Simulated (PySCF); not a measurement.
Shifts of the heteroatoms

Atoms are numbered as in `[CH3:1][SiH:2]([CH3:3])[O:4][SiH:5]([PH2:6])[PH2:7]`; H(Xn) means a hydrogen on atom n.

Calculated, not measured (PySCF): shieldings: GIAO PBE0/pcSseg-1, geometry: GFN2-xTB. No solvent model, a single conformation, non-relativistic Hamiltonian, averaged over atoms made equivalent by symmetry, fast rotation or ring inversion.

Q: Where does ³¹P resonate?

A: 
```tsv
atoms	environment	σ (ppm)	δ (ppm)
P6/P7	phosphorus bonded to Si, 2 H	586.2	-215.5
```

Shieldings were converted by a linear fit to measured shifts: ³¹P (scatter 18.1 ppm rms vs H3PO4, solution or neat liquid). A few per cent of atoms miss by over 2 rms, more outside the fitted compound classes.

On a 600 MHz spectrometer ³¹P resonates near 242.9 MHz, so 1 ppm is 242.9 Hz.

Q: Where does ²⁹Si resonate?

A: 
```tsv
atoms	environment	σ (ppm)	δ (ppm)
Si5	silicon bonded to O, 2 P, H	345.6	-4.1
Si2	silicon bonded to 2 C, O, H	351.7	-9.2
```

Shieldings were converted by a linear fit to measured shifts: ²⁹Si: δ = 279.94 − 0.822σ (rms 8.9 ppm, 72 shifts, 25.8 ppm with the 6 outliers that the fit left out vs TMS, solution or neat liquid). Occasional misses reach two or three times the rms, and more in compound classes unlike the fitted ones.

On a 400 MHz spectrometer ²⁹Si resonates near 79.5 MHz, so 1 ppm is 79.5 Hz.

Q: What are the ¹⁷O shifts?

A: 
| atoms | environment | σ (ppm) | δ (ppm) |
| --- | --- | --- | --- |
| O4 | oxygen bonded to 2 Si | 266.5 | 24.0 |

Shieldings were converted by a linear fit to measured shifts: ¹⁷O (scatter 10.7 ppm rms, 12.2 ppm with the 3 outliers that the fit left out vs liquid water, solution or neat liquid). Occasional misses reach two or three times the rms, and more in compound classes unlike the fitted ones.

On a 500 MHz spectrometer ¹⁷O resonates near 67.8 MHz, so 1 ppm is 67.8 Hz.
